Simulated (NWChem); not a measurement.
System: GeS, singlet; SMILES [S]=[Ge]

```xyz
2

Ge     0.0000     0.0000    -0.6698
S      0.0000     0.0000     1.3482
```
Atoms are numbered in this order, from 1.

Low-valent species are run as closed-shell singlets; no triplet was tried in these runs. Geometry: optimised at PBE0/def2-SVP.

Give the principal values of the shielding tensors (ppm) of Ge1, S2 from PBE0/x2c-TZVPall-s, scalar ZORA without spin-orbit coupling, GIAO (NWChem), with their diamagnetic and paramagnetic parts as GIAO splits them.


```tsv
atom	σ11	σ22	σ33	isotropic	diamagnetic	paramagnetic
Ge1	-1002.1	-1002.1	2764.3	253.4	2750.0	-2496.6
S2	-912.5	-912.5	1063.5	-253.9	1057.4	-1311.2
```
